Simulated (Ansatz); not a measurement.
`N[SiH2]C=O` and `C[SiH2]C=O` differ in one atom or group.

Ansatz, PBE0-D4/def2-TZVP geometries, multiplicity 1. Each molecule was computed in one conformer, which needn't be the lowest.

```tsv
property	`N[SiH2]C=O`
zero-point energy (PBE0-D4/def2-TZVP) / kJ/mol	159.5
HOMO–LUMO gap (PBE/def2-TZVPP) / eV	2.93
size of the dipole moment (ωB97M-V/def2-TZVPP) / D	1.78
size of the dipole moment (B3LYP/def2-TZVPP) / D	1.77
HOMO energy (ωB97M-V/def2-TZVPP) / eV	-9.38
LUMO energy (PBE/def2-TZVPP) / eV	-2.68
```

Question: Give the same properties after the change, and the shifts. (Estimate.)

Answer: Computed: 
| property | `C[SiH2]C=O` | shift |
| --- | --- | --- |
| zero-point energy (PBE0-D4/def2-TZVP) / kJ/mol | 187.5 | 28.0 |
| HOMO–LUMO gap (PBE/def2-TZVPP) / eV | 2.85 | -0.08 |
| size of the dipole moment (ωB97M-V/def2-TZVPP) / D | 1.94 | 0.16 |
| size of the dipole moment (B3LYP/def2-TZVPP) / D | 1.93 | 0.16 |
| HOMO energy (ωB97M-V/def2-TZVPP) / eV | -9.26 | 0.12 |
| LUMO energy (PBE/def2-TZVPP) / eV | -2.62 | 0.06 |

With PBE0 the HOMO rises by 0.13 eV and the LUMO rises by 0.05 eV, so the gap narrows by about 0.08 eV. PBE moves the HOMO by 0.14 eV and ωB97M-V by 0.12 eV. The zero-point energy changes by 28.0 kJ/mol with +3 modes. Dipoles are sizes alone; their direction can turn.

B3LYP here is the variant with VWN-RPA as its local correlation; programs differ in this.
